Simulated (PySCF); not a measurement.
# Run times: rubidium in x2c-TZVPPall

Measured wall times of calculations with PySCF 2.14 in x2c-TZVPPall (8s6p6d2f1g, 79 functions), with scalar relativity by spin-free X2C-1e, run from one Python driver. Hardware: 1 thread of Neoverse-V1 on a shared host, 1.3 GiB allowed. The two-electron integrals over 79 functions were computed once and kept in memory (1.6 CPU seconds with the set-up); the times below exclude them. Kohn-Sham runs start from converged Hartree-Fock orbitals.

Launch command (the driver calls PySCF for each step listed in the task file):

```bash
OMP_NUM_THREADS=1 python atomrun2.py TASK.json OUT
```

```json
{"species": "Rb [Kr] 5s1", "step": "UHF with spin-orbit constants", "iterations": "1", "wall time (s)": "9.7"}
{"species": "Rb [Kr] 5s1", "step": "LDA", "iterations": "6", "wall time (s)": "0.77"}
{"species": "Rb [Kr] 5s1", "step": "PBE", "iterations": "6", "wall time (s)": "1.2"}
{"species": "Rb [Kr] 5s1", "step": "PBE0", "iterations": "7", "wall time (s)": "1.8"}
{"species": "Rb [Kr] 5s1", "step": "r2SCAN", "iterations": "6", "wall time (s)": "2.8"}
{"species": "Rb [Kr] 5s1", "step": "M06", "iterations": "6", "wall time (s)": "3.1"}
{"species": "Rb [Kr] 5s1", "step": "M06-L", "iterations": "6", "wall time (s)": "2.8"}
{"species": "Rb [Kr] 5s1", "step": "B2PLYP", "iterations": "7", "wall time (s)": "1.8"}
{"species": "Rb [Kr] 5s1", "step": "TPSS", "iterations": "6", "wall time (s)": "3.8"}
{"species": "Rb [Kr] 5s1", "step": "MP2 (9 electrons)", "iterations": "", "wall time (s)": "0.28"}
{"species": "Rb⁺ [Kr]", "step": "UHF", "iterations": "1", "wall time (s)": "0.52"}
{"species": "Rb⁺ [Kr]", "step": "LDA", "iterations": "5", "wall time (s)": "0.65"}
{"species": "Rb⁺ [Kr]", "step": "PBE", "iterations": "5", "wall time (s)": "1.1"}
{"species": "Rb⁺ [Kr]", "step": "PBE0", "iterations": "5", "wall time (s)": "1.3"}
{"species": "Rb⁺ [Kr]", "step": "r2SCAN", "iterations": "5", "wall time (s)": "2.4"}
{"species": "Rb⁺ [Kr]", "step": "M06", "iterations": "5", "wall time (s)": "2.6"}
{"species": "Rb⁺ [Kr]", "step": "M06-L", "iterations": "5", "wall time (s)": "2.3"}
{"species": "Rb⁺ [Kr]", "step": "B2PLYP", "iterations": "6", "wall time (s)": "1.5"}
{"species": "Rb⁺ [Kr]", "step": "TPSS", "iterations": "5", "wall time (s)": "2.4"}
{"species": "Rb⁺ [Kr]", "step": "MP2 (8 electrons)", "iterations": "", "wall time (s)": "0.24"}
{"species": "Rb [Kr] 5p1", "step": "UHF with spin-orbit constants", "iterations": "5", "wall time (s)": "9.2"}
{"species": "Rb [Kr] 5p1", "step": "LDA", "iterations": "6", "wall time (s)": "0.75"}
{"species": "Rb [Kr] 5p1", "step": "PBE", "iterations": "6", "wall time (s)": "1.2"}
{"species": "Rb [Kr] 5p1", "step": "PBE0", "iterations": "7", "wall time (s)": "1.7"}
{"species": "Rb [Kr] 5p1", "step": "r2SCAN", "iterations": "6", "wall time (s)": "2.7"}
{"species": "Rb [Kr] 5p1", "step": "M06", "iterations": "7", "wall time (s)": "3.5"}
{"species": "Rb [Kr] 5p1", "step": "B2PLYP", "iterations": "7", "wall time (s)": "1.8"}
{"species": "Rb [Kr] 5p1", "step": "TPSS", "iterations": "6", "wall time (s)": "2.8"}
{"species": "Rb [Kr] 5p1", "step": "MP2 (9 electrons)", "iterations": "", "wall time (s)": "0.27"}
```

Problem. Roughly how long does M06-L take for Rb [Kr] 5p1 here?

Solution. About 3.9 s.

Peak memory of the process: 0.38 GiB. Times on a shared host vary from run to run.
